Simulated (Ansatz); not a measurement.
Reaction (redistribution): `[O]=[W]([F])(=[S])[Cl]` + `C[N](C)[Ge][OH]` → `[O]=[W]([OH])(=[S])[Cl]` + `C[N](C)[Ge][F]`

Calculated with Ansatz (gas phase, PBE0-D4/def2-TZVP geometries, no zero-point term in ΔE). CBS: MP2 limit from def2 TZ/QZ plus the TZ coupled-cluster correction, frozen cores. Functionals use def2-TZVPP. B3LYP here is the variant with VWN-RPA as its local correlation; programs differ in this. HSE06 is defined as in plane-wave codes. def2 core potentials past Kr. For Ge, W outer-core shells are correlated without core-valence functions, which leaves a few kJ/mol of doubt a bond. Scalar relativity is left out up to krypton. One conformer a species, not always the lowest.

| level | ΔE (kJ/mol) |
| --- | --- |
| r2SCAN-D4 | -31.3 |
| B97M-V | -30.0 |
| r2SCAN0-D4 | -33.9 |
| revPBE | -28.8 |
| B3LYP | -33.4 |
| HSE06 | -32.5 |
| BHLYP | -36.4 |
| RPA@PBE/def2-TZVPP | -31.2 |

(1) What does CCSD(T)/CBS give? (Best estimate.)

Largest T1 diagnostic among the species: 0.022, so the coupled-cluster value is less sure than usual.

Answers

(1) Ansatz gave: -34.0 kJ/mol. The listed levels differ from it by 2.7, 4.0, 0.1, 5.2, 0.6, 1.5, -2.4, 2.8 kJ/mol.

Leaving LDA and LC-ωPBE aside and taking each functional with its dispersion term where it has one, the values, not all of them listed here, spread over 8.9 kJ/mol, from BHLYP-D4 to revPBE-D4. In def2-TZVPP, CCSD(T) changes the Hartree–Fock value by +6.4 kJ/mol (the triples alone add +1.3 kJ/mol) and MP2 by +6.2 kJ/mol.
